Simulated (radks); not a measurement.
Spherical quantum dot in the effective-mass picture: electrons in a hard-walled sphere of radius 2.95, with a point charge +1 (a donor) at the centre, all in effective atomic units (hartree* = m*/eps^2 hartree, bohr* = eps/m* bohr), one dielectric constant everywhere. Method: non-relativistic Kohn-Sham, PBE, spin-polarised, spherical densities; computed with a radial shooting solver with Libxc functionals. Levels are named by radial order and angular momentum (1s, 1p, 1d, 2s, ...), and open shells are averaged over m.

N = 13, configuration 1s2 1p6 1d(up 5, down 0). This is the lowest configuration that the search found. Occupied and some empty levels:

level,occupation,eigenvalue (hartree*),<r> (bohr*)
1s up,1,5.7048,1.653
1s down,1,5.7880,1.594
1p up,3,6.1688,1.913
1p down,3,6.2869,1.896
1d up,5,6.7852,2.028
1d down,0,6.9154,2.021
2s up,0,7.1060,1.294
2s down,0,7.1371,1.328
1f up,0,7.5753,2.110
1f down,0,7.7122,2.106
2p up,0,8.5164,1.519
2p down,0,8.5710,1.518

Energy (hartree*): total 44.6879, kinetic 18.571, external -7.5184, Hartree 40.026, exchange-correlation -6.3904.

Electron density:

r (bohr*),n(r) (e/bohr*^3)
0.0786,0.2133
0.226,0.1671
0.373,0.1404
0.520,0.1276
0.667,0.1252
0.814,0.1309
0.961,0.1433
1.11,0.1607
1.25,0.1814
1.40,0.2032
1.55,0.2223
1.70,0.2349
1.84,0.2370
1.99,0.2250
2.14,0.1973
2.29,0.1556
2.43,0.1059
2.58,0.05789
2.73,0.02147
2.87,0.002409
